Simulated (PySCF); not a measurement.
## Stretching Ga2

Set-up: basis Ga cc-pVTZ-PP with ECP10; scalar-relativistic core potentials; PySCF 2.14. Energies in eV from Ga + Ga in their ground configurations at the same level. State: ³Πu (triplet), unpaired electrons σ ↑, π ↑.

All columns are PBE0.

```
R (Å)  E (eV)  HOMO (eV)  LUMO (eV)  Mayer bond order  ⟨S²⟩
2.330  -1.053      -4.55      -3.16              1.30  2.01
2.438  -1.262      -4.57      -3.02              1.25  2.01
2.546  -1.376      -4.54      -2.90              1.20  2.01
2.628  -1.417      -4.43      -2.82              1.17  2.01
2.709  -1.428      -4.34      -2.74              1.15  2.01
2.790  -1.417      -4.25      -2.67              1.12  2.01
2.899  -1.378      -4.15      -2.59              1.09  2.01
3.034  -1.300      -4.03      -2.50              1.07  2.01
3.197  -1.183      -3.91      -2.41              1.04  2.01
3.413  -1.007      -3.78      -2.32              1.02  2.01
```

Spin–orbit coupling is left out. The state is the lowest determinant that a PBE0 search found; another state may lie lower at other levels.
